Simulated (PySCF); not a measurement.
C2H8AlNO, SMILES [O](C)[Al]([NH2])[CH3]. Geometry optimised at PBE-D3(BJ)/def2-SVP. Other conformers were not sampled.

Computed equilibrium geometry at PBE-D3(BJ)/def2-SVP (PySCF confirms it by a frequency run) as a Z-matrix (one conformer of several):
```
Al
O 1 1.7203
C 2 1.3955 1 137.57
H 3 1.1154 2 111.00 1 123.05
H 3 1.1155 4 106.82 2 -121.29
H 3 1.1181 4 106.88 5 -114.14
N 1 1.7865 2 119.27 3 0.34
H 7 1.0221 1 126.11 2 0.18
H 7 1.0222 8 109.55 1 179.94
C 1 1.9527 2 117.88 3 -179.69
H 10 1.1089 1 112.72 2 -179.79
H 10 1.1100 11 107.80 1 -122.55
H 10 1.1100 11 107.81 12 -114.89
```
Charge 0, spin multiplicity 1.
